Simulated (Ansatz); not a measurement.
Constitutional and geometric isomers with formula H6Si4. Isolated molecules, 0 K electronic values unless said otherwise. One relaxed conformer stands for each flexible species; it need not be the lowest. Strings in code marks are SMILES.

Quantity: electronic energy of isomers of H6Si4 relative to `[SiH]1=[SiH][SiH2][SiH2]1`, in kcal/mol.

A: `[SiH3][SiH]1[SiH]=[SiH]1`
B: `[SiH2]=[SiH][SiH]=[SiH2]` (Si–Si–Si–Si torsion 64°)
C: `[SiH3][Si]1=[SiH][SiH2]1`

**Question.** Order them by electronic energy of isomers of H6Si4 relative to `[SiH]1=[SiH][SiH2][SiH2]1` (lowest first) at the level HSE06/cc-pVTZ // PBE0-D3(BJ)/def2-TZVP (Ansatz, a first-principles code).

**Answer.** C (20.4 kcal/mol), A (25.1 kcal/mol), B (40.8 kcal/mol)
